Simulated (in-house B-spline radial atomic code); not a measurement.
Settings and results of a run for Ca VI (Ca5+). Level of theory: non-relativistic r2SCAN0, spin-polarised, spherical fractional occupations, exact exchange averaged over the configuration, point nucleus; calculated with a B-spline radial code for spherical atoms.

Command:
```bash
python run_scf.py task.json out
```
Settings:
```
Z                20
configuration    [Ne] 3s2 3p3
hamiltonian      nr
method           r2scan0
spin_polarised   True
exact_exchange   averaged over the configuration
```

Output (hartree, bohr):
```
 radial grid: 44 intervals, B-splines of order 8, outer radius 12.1053 bohr

 iter        energy (Eh)    residual
    1        -669.443925    3.73e-02
    2        -669.447389    1.76e-03
    3        -669.447397    9.50e-04
    4        -669.447398    5.15e-04
    5        -669.447399    4.64e-05
    6        -669.447399    5.96e-06
    7        -669.447399    9.31e-07
    8        -669.447399    5.18e-08

 total energy                      -669.44740
 kinetic                             668.9238
 electron-nucleus                  -1541.5902
 Hartree                             237.0749
 exact exchange                       -8.3192
 exchange-correlation                -25.5367

 orbital      occ     eigenvalue          <r>       <r^2>       <1/r>       r_max
 1s up      1.000      -149.2296    0.0773652  0.00803838      19.534     0.05083
 1s down    1.000      -149.1666    0.0773356  0.00803169     19.5396     0.05082
 2s up      1.000       -18.6962     0.364036    0.156807     4.04184      0.3008
 2s down    1.000       -18.6590     0.363739    0.156299     4.03842      0.3011
 2p up      3.000       -15.7690      0.32629    0.131467     3.95558      0.2467
 2p down    3.000       -15.6925     0.326721    0.131621     3.94753      0.2475
 3s up      1.000        -4.5539       1.0722     1.30846     1.30001      0.9593
 3s down    1.000        -4.2063      1.08596      1.3451     1.28151      0.9622
 3p up      3.000        -3.7333      1.11715     1.43751     1.21161      0.9853

 Slater integrals (Eh)
   F0(3s up,3s up)               0.838370
   F0(3s up,3s down)             0.833191
   F0(3s up,3p up)               0.821240
   G1(3s up,3p up)               0.552687
   F0(3s down,3s down)           0.828104
   F0(3s down,3p up)             0.816338
   F0(3p up,3p up)               0.805624
   F2(3p up,3p up)               0.413696
```

Run time, properties included: 0.36 s on 1 thread of Arm Neoverse N1 (shared host).
